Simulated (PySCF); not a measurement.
C₃H₁₀MgOSi, singlet, geometry from GFN2-xTB (such geometries of metal compounds can be far from the true shape). Base run: DF-B3LYP/pcseg-0 (PySCF).

Input for PySCF:
```python
from pyscf import gto, scf, dft

mol = gto.Mole()
mol.atom = '''
    Mg   -0.64600669    1.40311736    0.61064413
    O    -1.30533869    2.83517711    1.23388414
    H    -1.67492428    3.63791177    1.58323853
    Si    0.30132387   -0.65447117   -0.28482933
    C    -1.04843854   -1.68647266   -1.16481431
    C     1.05206924   -1.71398223    1.12054497
    C     1.68246218   -0.26171492   -1.54952641
    H    -0.64405092   -2.61077346   -1.57207261
    H    -1.84854859   -1.95165408   -0.47773773
    H    -1.49212270   -1.13053819   -1.98740336
    H     0.29692005   -1.97975248    1.85653911
    H     1.84097875   -1.17419058    1.63902184
    H     1.48082174   -2.63860212    0.73979574
    H     2.48486510    0.30916215   -1.08820176
    H     1.29723228    0.32471614   -2.38035012
    H     2.11852694   -1.16948921   -1.96124718
'''
mol.basis = 'pcseg-0'
mol.verbose = 4
mol.max_memory = 1800
mol.build()

mf = dft.RKS(mol)
mf.xc = 'b3lyp'
mf = mf.density_fit(auxbasis='def2-universal-jkfit')
mf.kernel()
```

The job was repeated with other settings on one machine. Differences are taken from the largest basis of the pcseg family in the series, which isn't the basis-set limit (pcseg-2: -6.256 eV). The cheapest run took around 13 core-seconds (rough).

```
setting  basis functions  cost, times the cheapest (rough)  difference in HOMO energy (eV)
-------  ---------------  --------------------------------  ------------------------------
pcseg-0               79                                 1                           0.039
pcseg-1              134                                 2                           0.017
pcseg-2              313                                 3                       reference
```

Times come from a shared machine, hold the start-up and are rough.
